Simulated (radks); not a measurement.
Task: Valence configurations of neutral molybdenum (all share [Kr]). All-electron calculation, Dirac Kohn-Sham, PBE, spin-unpolarised, spherical densities, finite nucleus; open shells are shared between the two j in proportion to 2j + 1; Fermi nuclear charge, rms radius 4.4091 fm. Program: a radial shooting solver on a logarithmic mesh with Libxc functionals. Order these by energy: 4d5 5p1; 4d5.5 5p0.5; 4d4.5 5s1.5; 4d5.5 5s0.5; 4d5 5s0.5 5p0.5; 4d4.5 5s0.5 5p1; 4d4 5s1 5p1; 4d5 5s1; 4d4 5s2; 4d3 5s1 5p2.

Result: From the lowest, in eV above it: 4d4.5 5s1.5 0.000; 4d5 5s1 0.039; 4d4 5s2 0.238; 4d5.5 5s0.5 0.319; 4d5 5s0.5 5p0.5 1.582; 4d5.5 5p0.5 1.770; 4d5 5p1 3.177; 4d4.5 5s0.5 5p1 3.334; 4d4 5s1 5p1 3.776; 4d3 5s1 5p2 9.773. NIST lists [Kr] 4d5 5s1 as the ground configuration; this level of theory puts 4d4.5 5s1.5 lower, by 0.039 eV. The energies are those of spherical spin-averaged densities, not of single terms.
